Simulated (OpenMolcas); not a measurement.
**How basis sets differ on SnSe (SMILES [Se][Sn])**

The species is SnSe (2 atoms), meant as a singlet with charge 0. As SMILES, `[Se][Sn]`. Geometry: a GFN2-xTB relaxation, a rough one for these elements and not checked as a minimum.

```csv
atom,x (Å),y (Å),z (Å)
Se,0.0000,0.0000,0.0000
Sn,0.0000,0.0000,2.3383
```

Each level gives the dipole moment (D). The values are calculated.

```tsv
level	kind	program	value (D)	CPU time
HF/ANO-RCC-MB (DKH2)	Hartree–Fock	OpenMolcas	3.61	5.4 s
HF/STO-3G	Hartree–Fock	OpenMolcas	3.64	2.9 s
HF/3-21G	Hartree–Fock	OpenMolcas	3.80	3 s
HF/ANO-RCC-VDZ (DKH2)	Hartree–Fock	OpenMolcas	4.48	6.2 s
HF/def2-SVP (core potential)	Hartree–Fock	OpenMolcas	3.70	3.9 s
HF/ANO-RCC-VDZP (DKH2)	Hartree–Fock	OpenMolcas	3.91	8.3 s
HF/ANO-RCC-VTZP (DKH2)	Hartree–Fock	OpenMolcas	3.92	21 s
HF/ANO-RCC-VQZP (DKH2, RICD fitting)	Hartree–Fock	OpenMolcas	3.89	47 s
```

All-electron rows without a relativistic Hamiltonian named are non-relativistic, while core potentials hold scalar relativity, so basis and relativity change together. The values span 3.61 to 4.48 D. Sets without polarisation functions give poor dipoles. Without the sets that lack polarisation functions the rows with a basis span only 3.70 to 3.92 D. CPU times are rough (shared hosts, several kinds of processor): they show what a rung costs within a factor of a few.
